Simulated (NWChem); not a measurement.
Everything below was run with NWChem. System: Te (-1), charge -1, spin multiplicity 2. Its SCF solution wasn't tested for a lower state. Level: UB3LYP/def2-SVPD with def2 effective core potentials on Te, VWN1-RPA local correlation.

Job file:

```
start mol
memory heap 200 mb stack 900 mb global 1100 mb
charge -1
geometry units angstroms nocenter noautoz
  Te     0.000000     0.000000     0.000000
  symmetry group D2h
end
basis spherical
  * library def2-svpd
end
ecp
  Te library def2-ecp
end
dft
  xc b3lyp
  odft
  mult 2
  semidirect memsize 60000000 filesize 0
  iterations 100
end
task dft energy
```

Part of the output:

```
             Northwest Computational Chemistry Package (NWChem) 7.3.0
             --------------------------------------------------------

                                NWChem Input Module
                                -------------------

 Scaling coordinates for geometry "geometry" by  1.889725989
 (inverse scale =  0.529177249)

                             Geometry "geometry" -> ""
                             -------------------------

 Output coordinates in angstroms (scale by  1.889725989 to convert to a.u.)

  No.       Tag          Charge          X              Y              Z
 ---- ---------------- ---------- -------------- -------------- --------------
    1 Te                  52.0000     0.00000000     0.00000000     0.00000000

 Effective nuclear repulsion energy (a.u.)       0.0000000000

            Nuclear Dipole moment (a.u.)
            ----------------------------
        X                 Y               Z
 ---------------- ---------------- ----------------
     0.0000000000     0.0000000000     0.0000000000

      Symmetry information
      --------------------

 Group name             D2h
 Group number             26
 Group order               8
 No. of unique centers     1

      Symmetry unique atoms

     1


 Summary of "ao basis" -> "" (spherical)
 ------------------------------------------------------------------------------
       Tag                 Description            Shells   Functions and Types
 ---------------- ------------------------------  ------  ---------------------
 *                         def2-svpd                  on all atoms

                                 NWChem DFT Module
                                 -----------------

 Summary of "ao basis" -> "ao basis" (spherical)
 ------------------------------------------------------------------------------
       Tag                 Description            Shells   Functions and Types
 ---------------- ------------------------------  ------  ---------------------
 Te                        def2-svpd                13       35   5s5p3d

 Summary of "ao basis" -> "ao basis" (spherical)
 ------------------------------------------------------------------------------
       Tag                 Description            Shells   Functions and Types
 ---------------- ------------------------------  ------  ---------------------
 Te                        def2-svpd                13       35   5s5p3d

      Symmetry analysis of basis
      --------------------------

        ag         11
        au          0
        b1g         3
        b1u         5
        b2g         3
        b2u         5
        b3g         3
        b3u         5

            General Information
            -------------------
          SCF calculation type: DFT
          Wavefunction type:  spin polarized.
          No. of atoms     :     1
          No. of electrons :    25
           Alpha electrons :    13
            Beta electrons :    12
          Charge           :    -1
          Spin multiplicity:     2
          Use of symmetry is: on ; symmetry adaption is: on
          Maximum number of iterations: 100
          AO basis - number of functions:    35
                     number of shells:    13
          Convergence on energy requested:  1.00D-06
          Convergence on density requested:  1.00D-05
          Convergence on gradient requested:  5.00D-04

              XC Information
              --------------
                         B3LYP Method XC Potential
[...]
     9     -0.224481  1 Te px                 6     -0.175896  1 Te px
    18      0.121009  1 Te px

 Vector   12  Occ=1.000000D+00  E=-7.906175D-03  Symmetry=b2u
              MO Center= -1.0D-17, -2.5D-17, -1.5D-17, r^2= 3.0D+00
   Bfn.  Coefficient  Atom+Function         Bfn.  Coefficient  Atom+Function
  ----- ------------  ---------------      ----- ------------  ---------------
    13      0.537949  1 Te py                16      0.506521  1 Te py
    10     -0.216232  1 Te py                19      0.182814  1 Te py
     7     -0.168861  1 Te py

 Vector   13  Occ=1.000000D+00  E=-7.906172D-03  Symmetry=b1u
              MO Center=  1.2D-17,  4.7D-18, -2.7D-15, r^2= 3.0D+00
   Bfn.  Coefficient  Atom+Function         Bfn.  Coefficient  Atom+Function
  ----- ------------  ---------------      ----- ------------  ---------------
    14      0.537949  1 Te pz                17      0.506521  1 Te pz
    11     -0.216232  1 Te pz                20      0.182814  1 Te pz
     8     -0.168861  1 Te pz

 Vector   14  Occ=0.000000D+00  E= 1.633209D-01  Symmetry=b3u
              MO Center= -4.2D-20,  3.7D-32,  3.4D-32, r^2= 1.6D+01
   Bfn.  Coefficient  Atom+Function         Bfn.  Coefficient  Atom+Function
  ----- ------------  ---------------      ----- ------------  ---------------
    18      1.215158  1 Te px                15     -0.589297  1 Te px
    12     -0.156710  1 Te px                 9      0.079714  1 Te px
     6      0.060311  1 Te px

 Vector   15  Occ=0.000000D+00  E= 1.657617D-01  Symmetry=ag
              MO Center=  7.2D-18,  3.1D-16,  2.1D-16, r^2= 9.8D+00
   Bfn.  Coefficient  Atom+Function         Bfn.  Coefficient  Atom+Function
  ----- ------------  ---------------      ----- ------------  ---------------
     5      1.900527  1 Te s                  4     -1.439565  1 Te s
     2      0.104354  1 Te s                  1      0.102651  1 Te s
     3     -0.062648  1 Te s                 35      0.045658  1 Te d  2
    33     -0.026361  1 Te d  0

 Vector   16  Occ=0.000000D+00  E= 1.686118D-01  Symmetry=b1u
              MO Center= -1.9D-17,  2.0D-18, -2.1D-16, r^2= 1.6D+01
   Bfn.  Coefficient  Atom+Function         Bfn.  Coefficient  Atom+Function
  ----- ------------  ---------------      ----- ------------  ---------------
    20      1.214556  1 Te pz                17     -0.641266  1 Te pz
    14     -0.166059  1 Te pz                11      0.087892  1 Te pz
     8      0.066355  1 Te pz

                     DFT Final Beta Molecular Orbital Analysis
                     -----------------------------------------

 Vector   10  Occ=1.000000D+00  E=-3.372508D-01  Symmetry=ag
              MO Center= -1.2D-14,  1.5D-14,  1.2D-14, r^2= 1.5D+00
   Bfn.  Coefficient  Atom+Function         Bfn.  Coefficient  Atom+Function
  ----- ------------  ---------------      ----- ------------  ---------------
     3      0.892476  1 Te s                  1     -0.366938  1 Te s
     2     -0.360220  1 Te s                  4      0.313166  1 Te s
     5      0.052107  1 Te s

 Vector   11  Occ=1.000000D+00  E= 1.817815D-03  Symmetry=b2u
              MO Center=  1.4D-27, -6.4D-15, -4.9D-17, r^2= 3.2D+00
   Bfn.  Coefficient  Atom+Function         Bfn.  Coefficient  Atom+Function
  ----- ------------  ---------------      ----- ------------  ---------------
    13      0.526423  1 Te py                16      0.498441  1 Te py
    10     -0.212623  1 Te py                19      0.209717  1 Te py
     7     -0.165791  1 Te py

 Vector   12  Occ=1.000000D+00  E= 1.817818D-03  Symmetry=b1u
              MO Center=  1.1D-27,  2.6D-16, -5.1D-15, r^2= 3.2D+00
   Bfn.  Coefficient  Atom+Function         Bfn.  Coefficient  Atom+Function
  ----- ------------  ---------------      ----- ------------  ---------------
    14      0.526423  1 Te pz                17      0.498441  1 Te pz
    11     -0.212623  1 Te pz                20      0.209718  1 Te pz
     8     -0.165791  1 Te pz

 Vector   13  Occ=0.000000D+00  E= 5.213975D-02  Symmetry=b3u
              MO Center=  2.5D-14,  1.1D-16,  6.3D-16, r^2= 3.7D+00
   Bfn.  Coefficient  Atom+Function         Bfn.  Coefficient  Atom+Function
  ----- ------------  ---------------      ----- ------------  ---------------
    12      0.498617  1 Te px                15      0.472764  1 Te px
    18      0.279689  1 Te px                 9     -0.203553  1 Te px
     6     -0.158949  1 Te px

 Vector   14  Occ=0.000000D+00  E= 1.690643D-01  Symmetry=ag
              MO Center= -9.5D-17,  2.9D-16,  2.7D-16, r^2= 9.9D+00
   Bfn.  Coefficient  Atom+Function         Bfn.  Coefficient  Atom+Function
  ----- ------------  ---------------      ----- ------------  ---------------
     5      1.917492  1 Te s                  4     -1.477326  1 Te s
     2      0.101030  1 Te s                  1      0.100411  1 Te s
     3     -0.037608  1 Te s

 Vector   15  Occ=0.000000D+00  E= 1.696996D-01  Symmetry=b1u
              MO Center=  4.4D-30, -1.6D-17, -2.7D-16, r^2= 1.6D+01
   Bfn.  Coefficient  Atom+Function         Bfn.  Coefficient  Atom+Function
  ----- ------------  ---------------      ----- ------------  ---------------
    20      1.211661  1 Te pz                17     -0.659035  1 Te pz
    14     -0.173769  1 Te pz                11      0.092099  1 Te pz
     8      0.069512  1 Te pz

   alpha - beta orbital overlaps
   -----------------------------

   alpha      1      2      3      4      5      6      7      8      9     10
    beta      1      2      3      4      5      6      7      8      9     10
 overlap   1.000  1.000  1.000  1.000  1.000  1.000  1.000  1.000  1.000  0.999

   alpha     11     12     13     14     15     16     17     18     19     20
    beta     13     11     12     17     14     15     16     22     18     19
 overlap   0.989  1.000  1.000  0.990  0.999  1.000  1.000  0.998  1.000  1.000

   alpha     21     22     23     24     25     26     27     28     29     30
    beta     21     20     23     24     25     26     31     27     28     29
 overlap   1.000  1.000  0.998  0.999  1.000  1.000  0.998  1.000  1.000  1.000

   alpha     31     32     33     34     35
    beta     30     32     33     34     35
 overlap   1.000  1.000  1.000  1.000  1.000

     --------------------------
     Expectation value of S2:
     --------------------------
      <S2> =      0.7525 (Exact =     0.7500)

 Task  times  cpu:        0.7s     wall:        0.7s

 Total times  cpu:        0.7s     wall:        0.7s
```
